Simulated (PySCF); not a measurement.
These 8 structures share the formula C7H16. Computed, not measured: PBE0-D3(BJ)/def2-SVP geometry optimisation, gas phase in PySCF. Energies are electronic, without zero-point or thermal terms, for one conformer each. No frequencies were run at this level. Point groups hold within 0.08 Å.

Question: Order them by energy at this level, lowest first, and give relative energies in kJ/mol.
A. `[CH3:1][CH2:2][CH2:3][CH2:4][CH:5]([CH3:6])[CH3:7]` with C1–C2–C3–C4 180°, C2–C3–C4–C5 -176°, C3–C4–C5–C6 -62°
B. `[CH3:1][CH2:2][CH2:3][C@H:4]([CH3:5])[CH2:6][CH3:7]` with C1–C2–C3–C4 -176°, C2–C3–C4–C5 -64°, C3–C4–C6–C7 -171° (3-methylhexane)
C. `[CH3:1][CH2:2][CH:3]([CH2:4][CH3:5])[CH2:6][CH3:7]` with C1–C2–C3–C4 65°, C2–C3–C4–C5 162°, C2–C3–C6–C7 -58° (3-ethylpentane)
D. `[CH3:1][CH2:2][CH2:3][C:4]([CH3:5])([CH3:6])[CH3:7]` with C1–C2–C3–C4 180° (2,2-dimethylpentane)
E. `[CH3:1][CH2:2][C:3]([CH3:4])([CH3:5])[CH2:6][CH3:7]` with C1–C2–C3–C4 64°, C2–C3–C6–C7 -57°
F. `[CH3:1][CH2:2][CH2:3][CH2:4][CH2:5][CH2:6][CH3:7]` with C1–C2–C3–C4 180°, C2–C3–C4–C5 180°, C3–C4–C5–C6 180°, C4–C5–C6–C7 180° (heptane)
G. `[CH3:1][CH:2]([CH3:3])[CH2:4][CH:5]([CH3:6])[CH3:7]` with C1–C2–C4–C5 -57°, C2–C4–C5–C6 178° (2,4-dimethylpentane)
H. `CC(C)(C(C)C)C` (2,2,3-trimethylbutane)

Answer: G (0.0), D (0.2), A (2.7), E (2.8), F (5.0), H (5.3), B (5.3), C (9.1).

Neighbours under 10 kJ/mol apart (CC(C)CC(C)C and CCCC(C)(C)C; CCCC(C)(C)C and CCCCC(C)C; CCCCC(C)C and CCC(C)(C)CC; CCC(C)(C)CC and CCCCCCC; others) can change places with a better method, another conformer or zero-point energy.

```json
{"SMILES": "CC(C)CC(C)C", "E (Eh)": "-275.86859", "E rel (kJ/mol)": "0.0", "dipole (D)": "0.10", "point group": "C2", "A, B, C (MHz)": "4123, 1396, 1291"}
{"SMILES": "CCCC(C)(C)C", "E (Eh)": "-275.86852", "E rel (kJ/mol)": "0.2", "dipole (D)": "0.06", "point group": "Cs", "A, B, C (MHz)": "4063, 1405, 1388"}
{"SMILES": "CCCCC(C)C", "E (Eh)": "-275.86757", "E rel (kJ/mol)": "2.7", "dipole (D)": "0.06", "point group": "C1", "A, B, C (MHz)": "6129, 1003, 912.0"}
{"SMILES": "CCC(C)(C)CC", "E (Eh)": "-275.86755", "E rel (kJ/mol)": "2.8", "dipole (D)": "0.06", "point group": "C2", "A, B, C (MHz)": "2565, 2310, 1723"}
{"SMILES": "CCCCCCC", "E (Eh)": "-275.86668", "E rel (kJ/mol)": "5.0", "dipole (D)": "0.05", "point group": "C2v", "A, B, C (MHz)": "12117, 727.7, 707.5"}
{"SMILES": "CC(C)C(C)(C)C", "E (Eh)": "-275.86659", "E rel (kJ/mol)": "5.3", "dipole (D)": "0.04", "point group": "C1", "A, B, C (MHz)": "3012, 2179, 1811"}
{"SMILES": "CCC[C@H](C)CC", "E (Eh)": "-275.86659", "E rel (kJ/mol)": "5.3", "dipole (D)": "0.06", "point group": "C1", "A, B, C (MHz)": "5819, 1097, 988.9"}
{"SMILES": "CCC(CC)CC", "E (Eh)": "-275.86511", "E rel (kJ/mol)": "9.1", "dipole (D)": "0.02", "point group": "C1", "A, B, C (MHz)": "2703, 1923, 1296"}
```

Question: As an exercise, what shares would exp(−E/RT) give at 1000 K from these electronic energies alone (no entropy, no degeneracies)?

Answer: RT = 8.314 kJ/mol: CC(C)CC(C)C 18.7 %, CCCC(C)(C)C 18.2 %, CCCCC(C)C 13.5 %, CCC(C)(C)CC 13.4 %, CCCCCCC 10.2 %, CC(C)C(C)(C)C 9.9 %, CCC[C@H](C)CC 9.9 %, CCC(CC)CC 6.2 %.
